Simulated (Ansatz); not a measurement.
`F[SiH2][Si](Cl)(Cl)Cl`. The species carries charge 0 and has multiplicity 1.

```xyz
8

F    -0.5140    0.5976   -2.1876
Si    0.5108    0.6053   -0.9598
Si   -0.4408   -0.5307    0.8502
Cl   -2.1684    0.3584    1.4682
Cl    0.9105   -0.4811    2.3831
Cl   -0.8388   -2.4761    0.3880
H     1.7578   -0.0833   -1.3714
H     0.7827    2.0099   -0.5706
```

What are the harmonic wavenumbers in cm⁻¹ at PBE0-D4/def2-TZVP (Ansatz, finite differences of forces, unscaled)? (An estimate is asked.)

Ansatz gave: 41, 68, 98, 154, 174, 184, 242, 370, 499, 560, 596, 603, 725, 851, 897, 937, 2240, 2254.

Is this a minimum?

Yes, all 18 modes are real.

Give the ideal-gas thermochemistry at 298.15 K and 1 bar (rigid rotor, harmonic oscillator; point group Cs, symmetry number 1).

Zero-point energy 68.7 kJ/mol; H(298) − E = 94.5 kJ/mol; entropy 408.8 J/(mol·K), of which translation 173.9, rotation 126.6, vibration 108.3; G(298) − E = -27.3 kJ/mol. Modes under 100 cm⁻¹ are hindered rotations or soft bends, so the harmonic entropy is rough.

And at 400, 500, 600, 800 and 1000 K?


| T (K) | H − E (kJ/mol) | S (J/mol/K) | G − E (kJ/mol) |
| --- | --- | --- | --- |
| 400 | 107.9 | 447.2 | -71.0 |
| 500 | 122.1 | 478.9 | -117.3 |
| 600 | 137.1 | 506.3 | -166.6 |
| 800 | 168.7 | 551.7 | -272.6 |
| 1000 | 201.7 | 588.5 | -386.7 |
